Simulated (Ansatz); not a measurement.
The first iterations of a band of Cl2H3NOZr + H2 (10 atoms, charge 0, multiplicity 1).

Level of theory: Ansatz 0.2.0, RKS PBE0/def2-SVP.

```yaml
movable_images: 6
climbing_image: no
spring: 5.0 eV/Å²
optimiser: quadratic models (default)
start_path: through a guess of the saddle point
force_threshold: 0.03 eV/Å
iteration_limit: 60
end_points: relaxed
```

First end point:

```xyz
10
Properties=species:S:1:pos:R:3
Zr -0.218 -0.539 -0.100
N 0.108 -0.002 1.807
H -0.616 0.273 2.469
H 1.005 -0.001 2.288
O 1.498 -0.898 -0.817
H 2.266 -1.118 -1.346
Cl -1.333 1.231 -1.214
Cl -1.606 -2.461 -0.124
H 1.223 3.249 2.670
H 0.940 2.620 2.347
```

Last end point:

```xyz
10
Properties=species:S:1:pos:R:3
Zr -0.168 0.354 -0.013
N 0.564 0.196 2.265
H -0.206 0.369 2.915
H 0.947 -0.723 2.497
O 1.611 -0.162 -0.478
H 2.287 -0.460 -1.089
Cl -1.138 1.111 -2.036
Cl -1.732 -1.292 0.764
H -0.180 2.069 0.694
H 1.283 0.893 2.461
```

| iteration | highest image above the first end (eV) | largest band force component (eV/Å) |
| --- | --- | --- |
| 1 | 4.234 | 16.089 |
| 2 | 1.488 | 2.858 |
| 3 | 1.051 | 3.869 |
| 4 | 0.847 | 1.488 |
| 5 | 0.599 | 0.785 |
| 6 | 0.622 | 0.361 |

Problem. Does the band converge within its limit, and where does its top end?

Solution. The run converged. It ended after 20 iterations with the highest image 0.466 eV above the first end. No image climbed, so the highest image needn't sit at the top of the path. The orbitals stay closed-shell, which can raise the energy where a bond breaks towards radicals; this wasn't checked here.

The run took 4.9 min on 4 threads of Arm Neoverse V2, with other jobs on the host, peak memory 0.3 GiB.
